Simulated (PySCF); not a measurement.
# Which determinant of CaSe lies lowest?

Unrestricted PBE0; PySCF, no relativity, basis sets Ca pcseg-1, Se pcseg-1. Outer shells of the fragments: Ca 4s2; Se 3d10 4s2 4p4.

Followed along the bond (rough minima from three points):

```
2Ms+1  unpaired  ⟨S²⟩ at the start  R at minimum (Å)  Te (eV)
    1      none               0.00              2.44     0.00
    3  σ ↑, π ↑               2.00              2.71     0.74
    1  σ ↓, π ↑               1.00              2.71     0.76
    3      σ ↑↑               2.00              2.60     1.43
```

Solutions found at the starting distance of 2.705 Å, counted from the lowest of them; the search is not exhaustive and high or unbound solutions are not listed, so other states can lie among these:

| 2Ms+1 | unpaired | term | E (eV) | ⟨S²⟩ | ⟨Lz²⟩ | μ (D) |
| --- | --- | --- | --- | --- | --- | --- |
| 1 | none | ¹Σ⁺ | 0.00 | 0.00 | 0.00 | -10.86 |
| 3 | σ ↑, π ↑ | ³Π | 0.38 | 2.00 | 1.01 | -4.13 |
| 1 | σ ↓, π ↑ | mixed | 0.40 | 1.00 | 1.01 | -4.14 |
| 3 | σ ↑↑ | ³Σ⁺ | 1.11 | 2.00 | 0.00 | -4.21 |
| 3 | π ↑↑ | mixed | 2.21 | 2.00 | 2.01 | -5.23 |
| 3 | π ↑↑ | mixed | 2.26 | 2.00 | 2.01 | -5.27 |
| 3 | π ↑, δ ↑ | mixed | 2.63 | 2.00 | 5.01 | -8.33 |
| 1 | π ↑, δ ↓ | mixed | 2.64 | 1.01 | 5.01 | -8.29 |
| 1 | π ↑, δ ↓ | mixed | 2.64 | 1.01 | 4.98 | -8.28 |
| 1 | π ↑↓ | mixed | 3.93 | 1.01 | 2.01 | 4.16 |

A term symbol is given only where ⟨S²⟩ and ⟨Lz²⟩ are close to those of a pure state; real π, δ and φ orbitals otherwise mix terms. A positive dipole means Ca(−)Se(+).

Problem. Compare the gap between the two lowest followed solutions at the starting distance with the gap between their minima.

Solution. At PBE0 the second solution (triplet, unpaired electrons σ ↑, π ↑) lies +0.38 eV from the first (singlet, closed shell) at 2.705 Å and +0.74 eV at the minima; the two curves relax by different amounts, since their minima lie near 2.71 and 2.44 Å.

Counting both spins, an empty level lies below a filled one in some of these solutions, because spin and occupation are held.
